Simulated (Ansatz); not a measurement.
`[Br][SnH]([Br])[Br]` → `[Br][Sn][Br]` + HBr at 298.15 K and 1 bar (stannylene formation by 1,1-elimination).

Gas-phase electronic energies from Ansatz, PBE0-D4/def2-TZVP geometries. CCSD(T)/CBS adds triple-zeta CCSD(T) − MP2 to the extrapolated MP2 energy (def2 sets, frozen cores). def2 core potentials past Kr. For Br, Sn outer-core shells are correlated without core-valence functions, which leaves a few kJ/mol of doubt a bond. Scalar relativity is left out up to krypton.

| species | CCSD(T)/CBS energy (Eh) | H − E (kJ/mol) | S (J/(mol·K)) |
| --- | --- | --- | --- |
| `[Br][SnH]([Br])[Br]` | -7934.72420 | 45.3 | 380.3 |
| `[Br][Sn][Br]` | -5360.78051 | 17.9 | 328.9 |
| HBr | -2573.91920 | 24.6 | 198.6 |

H − E and S are ideal-gas, rigid-rotor, harmonic terms from PBE0-D4/def2-TZVP. 1 Eh = 2625.50 kJ/mol, R = 8.31446 J/(mol·K).

By hand: ΔE, ΔH, ΔS and ΔG.

ΔE = (-5360.78051) + (-2573.91920) − (-7934.72420) = 0.02449 Eh = 64.3 kJ/mol. Δ(H − E) = 17.9 + 24.6 − 45.3 = -2.8, so ΔH = 61.5 kJ/mol. ΔS = 328.9 + 198.6 − 380.3 = 147.2 J/(mol·K). ΔG = 61.5 − 298.15 × (147.2)/1000 = 17.6 kJ/mol.

By hand: the equilibrium constant, and the temperature at which ΔG would vanish if ΔH and ΔS stayed fixed.

log₁₀ K = −ΔG/(RT ln 10) = -3.1. ΔG = 0 at ΔH/ΔS = 418 K.

The number of gas molecules changes by +1, which sets the sign of ΔS. A doubt of 5 kJ/mol in ΔE shifts log₁₀ K by 0.9 here. These are equilibria of isolated gas molecules and say nothing of rates. Largest T1 diagnostic: 0.011 (customary marks: 0.02 for closed shells, 0.045 for open ones).
